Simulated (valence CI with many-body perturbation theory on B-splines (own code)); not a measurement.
# Forbidden lines of W51+

Method: relativistic CI+MBPT: five valence electrons over a frozen Dirac-Fock core [Ar], a basis of 7 s, 7 p, 8 d, 6 f, 4 g, 1 h functions for each j, with the one-electron correlation potential Σ1, the two-electron term Σ2, the three-electron term Σ3, Breit, model QED; selected CI, second order for the rest (own B-spline code, finite nucleus).

No measured spectrum was set against this ion. As an estimate, large intervals hold to a few tenths of a per cent, small ones and those within an open d or f shell to about a per cent. Among the levels kept, up to 250 cm⁻¹ of a level comes from second order outside the variational space, and about a tenth of that is noise between levels of different J, which matters for small intervals. The list stops below the first excitations out of the core. Only levels of the ground parity were solved; by the run's estimate the other parity begins above the list, which can be wrong where configurations are misplaced.

Lines 1 to 50 of 120 in falling wavelength, among levels below 248.63 eV, chosen from the decays that carry over 1 % of a level's rate. Wavelengths and rates use the calculated energies. Electric multipoles are in the length gauge, E1 and E2 with the static RPA response of the core. S is in atomic units (e²a₀⁴ for E2 and M2, e²a₀⁶ for E3), for M1 in squared Bohr magnetons. Weak lines are less certain than strong ones. Lines between different terms over intervals too small for the method are left out, as are lines whose strength nearly cancels. The highest levels of a list are the least certain.

Levels are named by their leading jj configuration (3d3/2^4 stands for four electrons in 3d with j = 3/2), which in mixed levels can hold well under half, so a name can repeat and another be missing. Letters in brackets count levels of one name in rising energy.

```csv
λ vac (Å),Upper,Lower,Type,A (s⁻¹),S (a.u.)
9779,(3d3/2^3 3d5/2^2) J=11/2,(3d3/2^3 3d5/2^2) J=7/2 [a],E2,1.59e-08,1.52e-05
2221,(3d3/2^3 3d5/2^2) J=9/2,(3d3/2^3 3d5/2^2) J=11/2,M1,7.40e+02,3.00e+00
1810,(3d3/2^3 3d5/2^2) J=9/2,(3d3/2^3 3d5/2^2) J=7/2 [a],M1,1.53e+03,3.37e+00
1422,(3d3/2^3 3d5/2^2) J=5/2 [b],(3d3/2^3 3d5/2^2) J=3/2 [a],M1,2.49e+03,1.59e+00
1004,(3d3/2^3 3d5/2^2) J=1/2,(3d3/2^3 3d5/2^2) J=3/2 [a],M1,2.12e+04,1.59e+00
821.8,(3d3/2^3 3d5/2^2) J=7/2 [b],(3d3/2^3 3d5/2^2) J=7/2 [a],M1,3.77e+03,6.21e-01
693.9,(3d3/2^3 3d5/2^2) J=3/2 [b],(3d3/2^3 3d5/2^2) J=1/2,M1,3.36e+03,1.66e-01
620.7,(3d3/2^2 3d5/2^3) J=9/2 [c],(3d3/2^2 3d5/2^3) J=9/2 [b],M1,2.58e+04,2.29e+00
576.9,(3d3/2^3 3d5/2^2) J=3/2 [b],(3d3/2^3 3d5/2^2) J=5/2 [b],M1,1.12e+04,3.20e-01
557.1,(3d3/2^3 3d5/2^2) J=5/2 [b],(3d3/2^3 3d5/2^2) J=5/2 [a],M1,4.29e+04,1.65e+00
512.3,(3d3/2^2 3d5/2^3) J=3/2 [c],(3d3/2^2 3d5/2^3) J=1/2 [b],M1,1.91e+04,3.80e-01
410.4,(3d3/2^3 3d5/2^2) J=3/2 [b],(3d3/2^3 3d5/2^2) J=3/2 [a],M1,3.01e+04,3.08e-01
402.4,(3d3/2^2 3d5/2^3) J=3/2 [c],(3d3/2^2 3d5/2^3) J=5/2 [c],M1,5.35e+04,5.17e-01
300.4,(3d3/2^2 3d5/2^3) J=1/2 [a],(3d3/2^3 3d5/2^2) J=3/2 [b],M1,2.96e+05,5.94e-01
291.9,(3d3/2^2 3d5/2^3) J=3/2 [a],(3d3/2^3 3d5/2^2) J=3/2 [b],M1,1.01e+05,3.72e-01
284.4,(3d3/2^2 3d5/2^3) J=5/2 [b],(3d3/2^3 3d5/2^2) J=3/2 [b],M1,1.66e+05,8.51e-01
283.4,(3d3/2^3 3d5/2^2) J=3/2 [b],(3d3/2^3 3d5/2^2) J=5/2 [a],M1,2.34e+04,7.89e-02
280.0,(3d3/2^2 3d5/2^3) J=5/2 [d],(3d3/2^2 3d5/2^3) J=5/2 [b],M1,1.07e+05,5.22e-01
232.2,(3d3/2^2 3d5/2^3) J=9/2 [a],(3d3/2^3 3d5/2^2) J=7/2 [b],M1,2.92e+05,1.35e+00
231.7,(3d3/2^2 3d5/2^3) J=5/2 [c],(3d3/2^3 3d5/2^2) J=3/2 [b],M1,8.36e+05,2.31e+00
230.0,(3d3/2^2 3d5/2^3) J=5/2 [d],(3d3/2^2 3d5/2^3) J=7/2 [a],M1,1.47e+05,3.99e-01
229.6,(3d3/2^2 3d5/2^3) J=3/2 [b],(3d3/2^3 3d5/2^2) J=3/2 [b],M1,2.38e+04,4.28e-02
223.5,(3d3/2^2 3d5/2^3) J=7/2 [a],(3d3/2^3 3d5/2^2) J=5/2 [b],M1,6.04e+05,2.00e+00
223.4,(3d3/2^2 3d5/2^3) J=5/2 [a],(3d3/2^3 3d5/2^2) J=3/2 [a],M1,1.28e+05,3.18e-01
220.8,(3d3/2 3d5/2^4) J=3/2,(3d3/2^2 3d5/2^3) J=1/2 [b],M1,1.08e+05,1.72e-01
216.1,(3d3/2^2 3d5/2^3) J=5/2 [a],(3d3/2^3 3d5/2^2) J=7/2 [a],M1,5.18e+05,1.16e+00
212.3,(3d3/2^3 3d5/2^2) J=5/2 [a],(3d3/2^4 3d5/2) J=5/2,M1,3.46e+06,7.35e+00
209.6,(3d3/2^2 3d5/2^3) J=1/2 [a],(3d3/2^3 3d5/2^2) J=1/2,M1,1.50e+06,1.02e+00
209.4,(3d3/2^2 3d5/2^3) J=7/2 [a],(3d3/2^3 3d5/2^2) J=9/2,M1,9.35e+05,2.55e+00
208.3,(3d3/2 3d5/2^4) J=7/2 [a],(3d3/2^2 3d5/2^3) J=5/2 [c],M1,5.75e+05,1.54e+00
208.1,(3d3/2^2 3d5/2^3) J=11/2,(3d3/2^3 3d5/2^2) J=9/2,M1,3.77e+05,1.51e+00
206.3,(3d3/2^2 3d5/2^3) J=1/2 [b],(3d3/2^3 3d5/2^2) J=3/2 [b],M1,7.28e+04,4.74e-02
205.5,(3d3/2^2 3d5/2^3) J=3/2 [a],(3d3/2^3 3d5/2^2) J=1/2,M1,3.25e+05,4.18e-01
204.6,(3d3/2^2 3d5/2^3) J=5/2 [b],(3d3/2^3 3d5/2^2) J=7/2 [b],M1,3.71e+05,7.07e-01
201.2,(3d3/2 3d5/2^4) J=5/2 [a],(3d3/2^2 3d5/2^3) J=3/2 [a],M1,7.68e+05,1.39e+00
201.2,(3d3/2^2 3d5/2^3) J=9/2 [a],(3d3/2^3 3d5/2^2) J=9/2,M1,3.07e+04,9.28e-02
200.3,(3d3/2 3d5/2^4) J=9/2,(3d3/2^2 3d5/2^3) J=7/2 [c],M1,5.31e+05,1.58e+00
197.6,(3d3/2 3d5/2^4) J=3/2,(3d3/2^2 3d5/2^3) J=5/2 [c],M1,7.48e+05,8.56e-01
193.8,(3d3/2^2 3d5/2^3) J=3/2 [a],(3d3/2^3 3d5/2^2) J=5/2 [b],M1,1.24e+06,1.34e+00
193.2,(3d3/2 3d5/2^4) J=7/2 [a],(3d3/2^2 3d5/2^3) J=9/2 [b],M1,5.77e+05,1.23e+00
190.5,(3d3/2^2 3d5/2^3) J=5/2 [b],(3d3/2^3 3d5/2^2) J=5/2 [b],M1,1.43e+06,2.19e+00
190.2,(3d3/2^2 3d5/2^3) J=11/2,(3d3/2^3 3d5/2^2) J=11/2,M1,2.34e+06,7.18e+00
188.8,(3d3/2 3d5/2^4) J=11/2,(3d3/2^2 3d5/2^3) J=9/2 [b],M1,5.28e+05,1.58e+00
188.3,(3d3/2^2 3d5/2^3) J=9/2 [b],(3d3/2^3 3d5/2^2) J=7/2 [b],M1,4.13e+05,1.02e+00
187.7,(3d3/2^2 3d5/2^3) J=7/2 [a],(3d3/2^3 3d5/2^2) J=7/2 [a],M1,1.44e+06,2.83e+00
186.3,(3d3/2 3d5/2^4) J=5/2 [b],(3d3/2^2 3d5/2^3) J=7/2 [c],M1,3.59e+05,5.16e-01
184.5,(3d3/2^2 3d5/2^3) J=9/2 [a],(3d3/2^3 3d5/2^2) J=11/2,M1,9.41e+05,2.19e+00
181.6,(3d3/2^2 3d5/2^3) J=7/2 [b],(3d3/2^3 3d5/2^2) J=7/2 [b],M1,4.43e+05,7.87e-01
181.0,(3d3/2^2 3d5/2^3) J=9/2 [a],(3d3/2^3 3d5/2^2) J=7/2 [a],M1,1.44e+06,3.17e+00
179.6,(3d3/2^2 3d5/2^3) J=5/2 [a],(3d3/2^3 3d5/2^2) J=5/2 [a],M1,6.63e+06,8.54e+00
```
